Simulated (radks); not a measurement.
The numbers below are computed, except where a source is named.
The nuclear charge of neutral thulium is varied continuously with 69 electrons held in [Xe] 4f13 6s2. Level of theory: non-relativistic Kohn-Sham, r2SCAN, spin-unpolarised, spherical densities, point nucleus; meta-GGA in the generalised Kohn-Sham scheme; relativity is left out, which matters for an element this heavy (a radial shooting solver on a logarithmic mesh with Libxc functionals). By the Hellmann-Feynman theorem dE/dZ = E(electron-nucleus)/Z, the electronic potential at the nucleus.

Z      E (hartree)  E(electron-nucleus)/Z (hartree)  HOMO  e(HOMO) (eV)  <r> HOMO (bohr)
68.75  -12832.9704                         -444.343    6s        -2.292            4.658
69     -12944.3270                         -446.508    6s        -3.648            4.348
69.25  -13056.2238                         -448.666    6s        -5.140            4.100
69.5   -13168.6593                         -450.818    6s        -6.754            3.895
69.75  -13281.6323                         -452.965    6s        -8.477            3.721
70     -13395.1416                         -455.109    6s       -10.302            3.571

The central difference of E at Z = 69 is -446.507 hartree, to compare with the third column; the second derivative is -8.64 hartree.
